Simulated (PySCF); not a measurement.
**Polarisability and C₆ of Mn(2+) (manganese, charge +2)**

[Ar] 3d5, high-spin 6S determinant. Calculation: PySCF 2.14, in aug-cc-pwCVTZ-DK; the spin-free X2C one-electron Hamiltonian (Gaussian nucleus). Coupled (time-dependent) response in atomic units; α is the mean over directions.

| method | mean α (bohr³) | C₆ (like pair) | S(−4) |
| --- | --- | --- | --- |
| PBE0 | 3.868 | 11.44 | 8.411 |

S(−4) is the Cauchy moment in α(ω) = α(0) + S(−4) ω² + …

α(iu) at PBE0:

```csv
u (hartree),α(iu) (bohr³)
0,3.868
0.0500,3.847
0.100,3.787
0.200,3.578
0.300,3.309
0.500,2.782
0.750,2.268
1.00,1.891
1.50,1.378
2.00,1.048
3.00,0.6610
5.00,0.3287
```

For an ion, C₆ is the dispersion term alone; charge-induced terms of lower order in 1/R come first.
